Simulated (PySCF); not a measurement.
## Working out the ionisation energy of Al²⁺

Al²⁺ [Ne] 3s1 (2S) → Al³⁺ [Ne] (1S). All numbers are calculated (PySCF 2.14, no relativity, point nucleus, in aug-cc-pwCVTZ). Frozen: nothing. Energies in hartree (1 hartree = 27.21139 eV):

```json
{"part": "UHF", "Al²⁺ (lower)": "-241.029624", "Al³⁺ (upper)": "-239.999172"}
{"part": "CCSD correlation", "Al²⁺ (lower)": "-0.273480", "Al³⁺ (upper)": "-0.261983"}
{"part": "(T)", "Al²⁺ (lower)": "-0.001852", "Al³⁺ (upper)": "-0.001530"}
```

What does Hartree-Fock give?

(-239.999172) − (-241.029624) = 1.030452 hartree = 28.040 eV.

What do CCSD and CCSD(T) give?

The CCSD correlation energies differ by 0.011497 hartree = 0.313 eV and the triples by 0.000322 hartree = 0.009 eV, so CCSD gives 28.353 eV and CCSD(T) 28.362 eV.

Measured between the centres of the two terms (NIST): 28.448 eV, so CCSD(T) (all electrons) is off by -0.086 eV.

What remains against the reference includes basis incompleteness and higher excitations.
